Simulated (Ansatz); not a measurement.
Consider the cleavage of the Si–B bond: `B[SiH2]F` + `C#CNC` → `C#CN(C)[SiH2]F` + BH₃.

Program: Ansatz. Geometries: PBE0-D4/def2-TZVP. ΔE: electronic, gas phase. CCSD(T)/CBS adds triple-zeta CCSD(T) − MP2 to the extrapolated MP2 energy (def2 sets, frozen cores). This one scheme is used for every species. Each species was taken in one conformer, which may not be the lowest.

```csv
species,CCSD(T)/def2-TZVPP energy (Eh)
`B[SiH2]F`,-415.99722
`C#CNC`,-171.69048
`C#CN(C)[SiH2]F`,-561.18551
BH₃,-26.53831
```

Work out ΔE.

ΔE = (-561.18551) + (-26.53831) − (-415.99722) − (-171.69048) = -0.03612 Eh = -94.8 kJ/mol. CCSD(T)/CBS gives -93.8 kJ/mol.

Largest T1 diagnostic among the species: 0.012.

The D4 term adds −9.2 kJ/mol with B3LYP and −5.2 kJ/mol with PBE0; it sums over pairs of atoms, weighted by their polarisabilities, and B3LYP, whose exchange is more repulsive, gets the larger term. From PBE to PBE0 (25 % exact exchange), in def2-TZVPP and without D4, ΔE moves by −6.5 kJ/mol.

B3LYP here is the variant with VWN-RPA as its local correlation; programs differ in this.
